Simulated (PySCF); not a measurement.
ZrI₃: calculation against measurement

Isolated ZrI₃, optimised in PySCF with density fitting and no spin–orbit coupling; def2 sets carry scalar-relativistic core potentials from Rb on. It is a doublet of D3h symmetry: PBE/def2-SVP Zr–I 2.700 Å (×3).

Formally Zr is in oxidation state +3, d1, with 1 unpaired electron. The Mulliken spin on Zr is 1.14. The polar-tensor charge on Zr, 1.24, is far below the formal one.

**Question.** The tabulated gas-phase entropy at 298.15 K and 1 bar is 397.77 J/(mol K) (Chase, 1998, NIST Chemistry WebBook). What do rigid-rotor harmonic-oscillator sums give?

**Answer.** PBE/def2-SVP 408.1 J/(mol K). Only the spin multiplicity enters the electronic part, so orbital degeneracy and low-lying levels are missing. Tables of this kind often rest on estimated structures and frequencies for high-temperature species, so a gap need not be the fault of the calculation.

**Question.** ΔfH°(298 K) is -221.75 kJ/mol (Chase, 1998, NIST Chemistry WebBook), and for the gaseous atoms Zr 610.0, I 106.8 kJ/mol (tabulated in the package mendeleev). Compare the atomisation enthalpy with the calculations.

**Answer.** From the tables it is 610.0 + 3 × 106.8 − (-221.8) = 1152 kJ/mol. To a computed De one adds −ZPE (-4.8), the atoms' spin–orbit lowering from NIST levels (-99.6) and the thermal terms (4.6), all taken at PBE/def2-SVP.
```csv
level,De (kJ/mol),ΔatH°(298 K),computed − tabulated
PBE/def2-SVP,1176,1076,-76
```

 Other spin states or occupations of the open shell can lie lower. Spin–orbit coupling, left out here, can matter for elements this heavy.
